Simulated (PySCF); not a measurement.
SMILES c1c[nH]c(-c2cccs2)c1 at its GFN2-xTB optimised geometry (Å):

```
17

C     -1.3880    -2.7133    -0.0002
C     -2.3770    -1.7631    -0.0002
N     -1.7910    -0.5418    -0.0001
C     -0.4320    -0.6808    -0.0001
C      0.4590     0.4381     0.0000
C      1.8284     0.4381     0.0000
C      2.3852     1.7326     0.0001
C      1.4477     2.7131     0.0002
S     -0.1498     2.0743     0.0000
C     -0.1590    -2.0378    -0.0002
H     -1.5281    -3.7760    -0.0003
H     -3.4433    -1.8733    -0.0002
H     -2.2689     0.3443    -0.0001
H      2.4132    -0.4631    -0.0001
H      3.4433     1.9257     0.0001
H      1.5832     3.7760     0.0003
H      0.8141    -2.4857    -0.0002
```

Calculation: B3LYP/def2-SVP in PySCF 2.14.0. Cells within 0.4 Å of a nucleus heavier than hydrogen are left out (blank, or x).

Map of the deformation density (molecule minus spherical neutral atoms) (e/bohr³) on the plane z = 0.0 Å:

```
|222222222222222222222222222|
|222222222222222222222222222|
|222222222222222222222222222|
|222222222222222222222222222|
|222222222222222222222222222|
|222222222222222375222222222|
|222222222222212285222222222|
|2222222222232134x4222222222|
|222222222224xx4559534222222|
|222222222222xx1115x89322222|
|222222222221243104x34222222|
|222222221221244327722222222|
|22222221331124x98x322222222|
|222222227611384346832222222|
|222222212x76x62124832222222|
|222222215x23x41122222222222|
|22222243x301762222222222222|
|22222398x512xx3322222222222|
|2222224259578x9522222222222|
|2222222224x6424322222222222|
|222222222483222222222222222|
|222222222483222222222222222|
|222222222222222222222222222|
|222222222222222222222222222|
|222222222222222222222222222|
|222222222222222222222222222|
|222222222222222222222222222|
```
Scale: ten equal steps from -0.044 (start of '0') to 0.107 (end of '9'), in the order '0123456789'; x runs from -6.00 to 6.00, y from -6.00 (bottom) to 6.00 (top).
